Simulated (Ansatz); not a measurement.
`F[SiH2]O[SiH2]F` + `N[Si](O)(O)F` → `O[Si](O)(F)N[SiH2]F` + `O[SiH2]F`  (ligand exchange at the Si–O bond)

Computed with Ansatz on PBE0-D4/def2-TZVP structures; ΔE is electronic, products minus reactants. CBS: MP2 limit from def2 TZ/QZ plus the TZ coupled-cluster correction, frozen cores. DFT in def2-TZVPP. B3LYP here is the variant with VWN-RPA as its local correlation; programs differ in this. Each species was taken in one conformer, which may not be the lowest.

```csv
species,B3LYP-D4 energy (Eh)
`F[SiH2]O[SiH2]F`,-856.73115
`N[Si](O)(O)F`,-597.35090
`O[Si](O)(F)N[SiH2]F`,-987.46702
`O[SiH2]F`,-466.59584
```

Q: Work out ΔE.

A: ΔE = (-987.46702) + (-466.59584) − (-856.73115) − (-597.35090) = 0.01919 Eh = +12.0 kcal/mol. CCSD(T)/CBS gives +12.0 kcal/mol.

Largest T1 diagnostic among the species: 0.012.

The D4 term adds −0.8 kcal/mol with B3LYP and −0.5 kcal/mol with PBE0; it sums over pairs of atoms, weighted by their polarisabilities, and B3LYP, whose exchange is more repulsive, gets the larger term. From PBE to PBE0 (25 % exact exchange), in def2-TZVPP and without D4, ΔE moves by +0.8 kcal/mol. In def2-TZVPP, CCSD(T) changes the Hartree–Fock value by −3.7 kcal/mol (the triples alone add −0.6 kcal/mol) and MP2 by −3.7 kcal/mol.
